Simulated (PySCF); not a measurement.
## Gas-phase XPS of `C=Cc1cccn1[SiH3]`, computed

C6H9NSi.
Structure used (PBE0-D3(BJ)/def2-SVP), in Å, numbered top down from 1:
```xyz
17
C6H9NSi angstrom
C      2.654   -0.665   -0.695
C      1.597    0.054   -0.291
C      0.253   -0.444   -0.065
C     -0.249   -1.736   -0.075
C     -1.634   -1.663    0.209
C     -1.942   -0.332    0.382
N     -0.799    0.419    0.220
Si    -0.739    2.188    0.348
H      3.635   -0.202   -0.822
H      2.575   -1.734   -0.910
H      1.754    1.124   -0.102
H      0.333   -2.637   -0.258
H     -2.333   -2.494    0.283
H     -2.894    0.143    0.612
H      0.174    2.602    1.452
H     -0.268    2.790   -0.930
H     -2.137    2.605    0.643
```

Computed, not measured: delta-SCF UKS SCAN, pcX-2 on the ionised atom, pcseg-1 elsewhere, spin-free X2C (PySCF 2.14.0). Each binding energy is the total energy of the core-ionised species, with the hole localised on one atom, minus that of the ground state; both are solved self-consistently, so orbital relaxation is included.

Q: What binding energy does each computed site have?

A: 
| atom(s) | bonded to | level | binding energy (eV) | 2p1/2 (eV) | above the level's lowest (eV) | count |
| --- | --- | --- | --- | --- | --- | --- |
| Si8 | N and 3 H | Si 2p3/2 | 107.57 | 108.20 | 0.00 | 1 |
| C1 | C (double bond) and 2 H | C 1s | 289.43 | – | 0.00 | 1 |
| C4 | 2 C (aromatic in the SMILES) and H | C 1s | 289.56 | – | +0.13 | 1 |
| C5 | 2 C (aromatic in the SMILES) and H | C 1s | 289.72 | – | +0.29 | 1 |
| C6 | N (aromatic in the SMILES), C (aromatic in the SMILES) and H | C 1s | 290.40 | – | +0.97 | 1 |
| C2 | C (double bond), C and H | C 1s | 290.49 | – | +1.06 | 1 |
| C3 | N (aromatic in the SMILES), C (aromatic in the SMILES) and C | C 1s | 290.73 | – | +1.30 | 1 |
| N7 | 2 C (aromatic in the SMILES) and Si | N 1s | 405.35 | – | 0.00 | 1 |
| Si8 | N and 3 H | Si 1s | 1847.41 | – | 0.00 | 1 |

The listed C 1s values span 1.30 eV, from C1 (bonded to C (double bond) and 2 H) to C3 (bonded to N (aromatic in the SMILES), C (aromatic in the SMILES) and C). Summing the Pauling electronegativity differences to the bonded atoms, each weighted by its formal bond order, gives -0.70 for the lowest site and +0.74 for the highest; no listed site has a larger sum than the highest.

Q: What is the C 1s shift of C3 against C6?

A: 290.73 − 290.40 = +0.33 eV, or +32 kJ/mol.

Q: What is the longest wavelength that can ionise C 1s of C3 vertically?

A: λ = hc/E = 12398.42 eV Å / 290.73 eV = 42.646 Å.

The unrestricted hole states depart most from a pure doublet (⟨S²⟩ = 0.75; over 0.85 named) for C 1s of C2 (0.97), which makes this value less certain. For 2p shells one spin-free hole was relaxed; a mean-field spin–orbit operator and the ground-state splitting of the three 2p orbitals were then diagonalised within the shell. The shell's mean is (2 × 2p3/2 + 2p1/2)/3, and the degeneracies 2j + 1 give areas of 2:1. 2p1/2 minus 2p3/2 (ligand field included): Si 0.62 eV. The structure is a single PBE0-D3(BJ)/def2-SVP conformer in the gas phase; no vibrational or solvent corrections.
